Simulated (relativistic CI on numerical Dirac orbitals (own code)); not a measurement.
**Slater and spin-orbit integrals, Eu¹⁶⁺**

Computed by Dirac-Coulomb-Breit CI, orbitals from a KLI potential per configuration, model QED (radiative potential, 1s self-energy scaled to tabulated hydrogen-like ionisation energies), unscaled Slater integrals (own radial code, finite nucleus).

Slater integrals F^k, G^k are unscaled and averaged over j, outside the closed core [Ar] 3d10 4s2; ζ comes from projecting the Hamiltonian with its Breit term on Σ l·s of the shell.

- 4p6.4d10.4f: ζ(4f) = 2105.5 cm⁻¹; <r>(4f) = 0.6408, <r^2>(4f) = 0.4779 (bohr units).
- 4p6.4d10.5p: ζ(5p) = 48057 cm⁻¹; <r>(5p) = 1.153, <r^2>(5p) = 1.482 (bohr units).
- 4p6.4d9.4f2: ζ(4d) = 18702, F^2(4f,4f) = 159390, F^4(4f,4f) = 102790, F^6(4f,4f) = 74803, F^2(4d,4f) = 158990, F^4(4d,4f) = 103700, G^1(4d,4f) = 182200, G^3(4d,4f) = 118900, G^5(4d,4f) = 85417, ζ(4f) = 2087.7 cm⁻¹; <r>(4d) = 0.6096, <r^2>(4d) = 0.426, <r>(4f) = 0.6408, <r^2>(4f) = 0.4779 (bohr units).

Averages of the first 10 configurations, taken without configuration mixing, which lowers the lowest level and can move excited configurations by several eV; other configurations of the list can lie among them:

```
Configuration  Parity  States  Average energy above the lowest level (eV)
  4p6.4d10.4f     odd      14                                         0.7
  4p6.4d10.5s    even       2                                        16.4
  4p6.4d10.5p     odd       6                                        49.5
  4p6.4d9.4f2    even     910                                       144.9
  4p6.4d10.5d    even      10                                        97.3
  4p6.4d9.5s2    even      10                                       181.7
  4p6.4d10.5f     odd      14                                       148.5
  4p6.4d10.6s    even       2                                       148.9
4p6.4d9.5s.5p     odd     120                                       212.8
4p6.4d9.4f.5s     odd     280                                       160.1
```
